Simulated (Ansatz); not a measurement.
A run of Ansatz (development build ahead of 0.2.0) on singlet GaSiH at this shape:

| atom | x (Å) | y (Å) | z (Å) |
| --- | --- | --- | --- |
| Ga | 0.0000 | 0.0000 | 0.0000 |
| Si | 0.0000 | 0.0000 | 4.1940 |
| H | 0.0000 | 2.1097 | -1.7702 |

Its results:

```yaml
Converged: yes
Total_energy: -2214.34979 hartree
Spin_squared_of_the_determinant: 0.000
Stability_test: minimum among restricted orbitals
```

Which input gives this output? Name the method, the orbitals and the basis set, and write the input.

PBE0 (restricted) in pcseg-2. An unrestricted run that stays on the closed shell gives the same numbers.

```yaml
crystal:
  periodic: [false, false, false]
  atoms:
    - { symbol: Ga, position_ang: [0.0, 0.0, 0.0] }
    - { symbol: Si, position_ang: [0.0, 0.0, 4.194] }
    - { symbol: H, position_ang: [0.0, 2.1097, -1.7702] }
basis:
  gaussian: { orbitals: pcseg-2 }
hamiltonian:
  xc: pbe0
```

Caution: an unrestricted determinant lies well below.
